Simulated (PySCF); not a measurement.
Si(OH) (HOSi), SMILES [Si]O (connectivity only; charge and spin as stated), neutral, multiplicity 2.

The structure is a stationary point at PBE-D3(BJ)/def2-TZVPD.

These are CAM-B3LYP/def2-TZVPD (PySCF) values and carry that method's errors.

Isolated molecule, no solvent.

Computed frontier levels, dipole moment and polarisability:
The α spin, highest occupied and lowest empty level is -5.91 and -1.08 eV, the β spin, highest occupied and lowest empty level is -9.98 and -0.90 eV and the dipole moment is 1.38 D. The quadrupole, principal values (traceless, Buckingham form, about the centre of nuclear charge) is -5.13, 2.03, 3.10 D·Å and the mean static polarisability comes out as 40.0 bohr³ (5.92 Å³). The polarisability, principal values is 34.4, 40.0, 45.5 bohr³ and the ⟨S²⟩ comes out as 0.757 (pure state 0.75).
